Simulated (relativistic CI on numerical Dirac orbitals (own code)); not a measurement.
**Crystal-field levels of Au2+, 5d9**

Calculated by Dirac-Coulomb-Breit CI, separate exchange-only KLI orbitals for each configuration, QED by a radiative potential, valence Slater integrals scaled by 0.7, one configuration in a parametric crystal field (own radial code).

Field parameters in Wybourne normalisation: Oh B⁴₀ = 21Dq, B⁴₄ = √(5/14) B⁴₀. The field is a parameter set, without covalency.

S is read from ⟨S²⟩ = S(S + 1).

Levels (cm⁻¹, degeneracy): 0 (4), 15522 (2), 24239 (4).

**Question.** Which field gives this pattern?
A. Oh, 10Dq = 18800 cm⁻¹
B. Oh, 10Dq = 14350 cm⁻¹
C. Oh, 10Dq = 32050 cm⁻¹
D. Oh, 10Dq = 9950 cm⁻¹

**Answer.** A. Oh, 10Dq = 18800 cm⁻¹, ground level with S = 0.50.
